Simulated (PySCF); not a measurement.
**Rh²⁺: excitation energy**

Rh²⁺ [Kr] 4d7 (4F) → Rh²⁺ [Kr] 4d6 5s1, s spin flipped, as a difference of total energies. Calculation: PySCF 2.14, in ANO-RCC-VTZP (7s6p4d2f1g, 68 functions); the spin-free X2C one-electron Hamiltonian (Gaussian nucleus). Correlated levels: valence: [Kr] frozen; valence and next inner shell: [Ar] 3d10 frozen. The calculations carry no spin-orbit coupling.

| method | excitation energy (eV) |
| --- | --- |
| UHF | 6.287 |
| LDA | 6.467 |
| PBE | 6.645 |
| PBE0 | 6.740 |
| r2SCAN | 6.796 |
| r2SCAN0 | 6.766 |
| BP86 | 6.681 |
| wB97X-V | 6.774 |
| MP2 (valence) | 6.704 |
| SCS-MP2 (valence) | 6.773 |
| MP2 (valence and next inner shell) | 6.427 |
| SCS-MP2 (valence and next inner shell) | 6.478 |

**Question.** How much does correlation contribute at MP2 (valence and next inner shell)?

**Answer.** 6.427 − (6.287) = 0.140 eV, measured against UHF.

The upper determinant mixes two multiplicities, so it lies between the two terms.

The basis was made for the ground configuration and has no added diffuse functions, so the excitation energy can come out too high.
